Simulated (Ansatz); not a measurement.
Cost and result for the atomization energy of CH$_{8}$InNSi$_{2}$ (`[CH2]1[SiH2][SiH2][NH][InH]1`) (13 atoms, 13 bonds).

```json
{"atom": "C1", "x (Å)": "0.393", "y (Å)": "1.631", "z (Å)": "-0.354"}
{"atom": "Si2", "x (Å)": "1.465", "y (Å)": "0.088", "z (Å)": "-0.376"}
{"atom": "Si3", "x (Å)": "0.161", "y (Å)": "-1.576", "z (Å)": "0.664"}
{"atom": "N4", "x (Å)": "-1.425", "y (Å)": "-0.952", "z (Å)": "0.401"}
{"atom": "In5", "x (Å)": "-1.653", "y (Å)": "0.957", "z (Å)": "-0.302"}
{"atom": "H6", "x (Å)": "0.588", "y (Å)": "2.307", "z (Å)": "-1.188"}
{"atom": "H7", "x (Å)": "0.547", "y (Å)": "2.192", "z (Å)": "0.573"}
{"atom": "H8", "x (Å)": "2.802", "y (Å)": "0.303", "z (Å)": "0.248"}
{"atom": "H9", "x (Å)": "1.696", "y (Å)": "-0.306", "z (Å)": "-1.798"}
{"atom": "H10", "x (Å)": "0.368", "y (Å)": "-2.918", "z (Å)": "0.038"}
{"atom": "H11", "x (Å)": "0.506", "y (Å)": "-1.750", "z (Å)": "2.110"}
{"atom": "H12", "x (Å)": "-2.227", "y (Å)": "-1.528", "z (Å)": "0.608"}
{"atom": "H13", "x (Å)": "-3.219", "y (Å)": "1.552", "z (Å)": "-0.624"}
```

The species carries charge 0 and has multiplicity 1. Correlated methods include outer-core shells of In, which these sets cover unevenly. In takes the def2 core potential. The structure was optimised at the PBE0-D4/def2-TZVP level. Program: Ansatz. All runs use 2 threads of an AMD EPYC 7R13 on a shared host and a share of an NVIDIA H100 80 GB. Times are those of one run each, without the atoms' runs, and a repeat can differ threefold. Electronic energies, without spin–orbit coupling; frozen cores. CCSD(T)/CBS adds CCSD(T) − MP2 in def2-TZVPP to the MP2 limit, and its time is that of the two runs behind it. T1 = 0.015. With those shells the extrapolation isn't a true limit. B3LYP takes the VWN-RPA correlation (the form of Gaussian; ORCA's B3LYP/G).

CCSD(T)/CBS is a level of theory with its own doubt, some kJ/mol a heavy atom from the limit and from the frozen cores, so smaller differences don't rank the functionals.

```
                             level  functions  wall time  atomization (kcal/mol)  difference from CCSD(T)/CBS  per bond
 B3LYP-D4/def2-TZVPP (with forces)        308      4.2 s                   977.0                         -9.1      -0.7
                ωB97X-V/def2-TZVPP        308      4.6 s                   991.4                          5.3       0.4
                PBE0-D4/def2-TZVPP        308      5.5 s                   975.7                        -10.4      -0.8
                 B2PLYP/def2-TZVPP        308        6 s                   964.3                        -21.8      -1.7
                    MP2/def2-QZVPP        576        6 s                   976.6                         -9.5      -0.7
r2SCAN-D4/def2-TZVPP (with forces)        308      6.5 s                   980.4                         -5.7      -0.4
   PBE-D4/def2-TZVPP (with forces)        308      6.5 s                   984.0                         -2.1      -0.2
                CCSD(T)/def2-TZVPP        308        9 s                   957.2                        -28.9      -2.2
  ωB97M-V/def2-TZVPP (with forces)        308      9.5 s                   984.0                         -2.1      -0.2
                 CCSD(T)/CBS(def2)          –       15 s                   986.1                          0.0       0.0
```

In def2-TZVPP, CCSD(T) changes the Hartree–Fock value by +251.2 kcal/mol (the triples alone add +14.4 kcal/mol) and MP2 by +253.3 kcal/mol; breaking electron pairs costs correlation energy, which Hartree–Fock lacks. From PBE to PBE0 (25 % exact exchange), in def2-TZVPP and without D4, the atomization energy moves by −6.9 kcal/mol: exact exchange takes away binding that semilocal exchange gives to molecules. The D4 term adds +14.6 kcal/mol with B3LYP and +7.7 kcal/mol with PBE0; it sums over pairs of atoms, weighted by their polarisabilities, and B3LYP, whose exchange is more repulsive, gets the larger term.

Spin–orbit coupling would lower the free In atoms strongly, and the atomization energy with them, by more than many differences here.
